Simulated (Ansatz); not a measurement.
One change: `C[O][GeH]([SH])[O]C` becomes `C[O][GeH]([OH])[O]C`.

Ansatz, PBE0-D4/def2-TZVP geometries, multiplicity 1. Each molecule was computed in one conformer, which needn't be the lowest.

Scalar relativity is left out up to krypton.

```csv
property,`C[O][GeH]([SH])[O]C`
HOMO energy (PBE/def2-TZVPP) / eV,-6.34
LUMO energy (PBE0/def2-TZVPP) / eV,0.18
LUMO energy (ωB97M-V/def2-TZVPP) / eV,2.14
size of the dipole moment (B3LYP/def2-TZVPP) / D,1.31
HOMO–LUMO gap (PBE0/def2-TZVPP) / eV,7.82
LUMO energy (PBE/def2-TZVPP) / eV,-0.85
```

Problem. What does the change do to each property? (An estimate is asked.)

Solution. Computed: 
```
                                        property  `C[O][GeH]([OH])[O]C`  shift
               HOMO energy (PBE/def2-TZVPP) / eV                  -6.47  -0.13
              LUMO energy (PBE0/def2-TZVPP) / eV                   0.54   0.36
           LUMO energy (ωB97M-V/def2-TZVPP) / eV                   2.22   0.08
size of the dipole moment (B3LYP/def2-TZVPP) / D                   1.65   0.34
            HOMO–LUMO gap (PBE0/def2-TZVPP) / eV                   8.62   0.80
               LUMO energy (PBE/def2-TZVPP) / eV                  -0.47   0.38
```

With PBE0 the HOMO falls by 0.43 eV and the LUMO rises by 0.36 eV, so the gap widens by about 0.79 eV. PBE moves the HOMO by -0.13 eV and ωB97M-V by -0.63 eV. Dipoles are sizes alone; their direction can turn.

B3LYP here is the variant with VWN-RPA as its local correlation; programs differ in this.
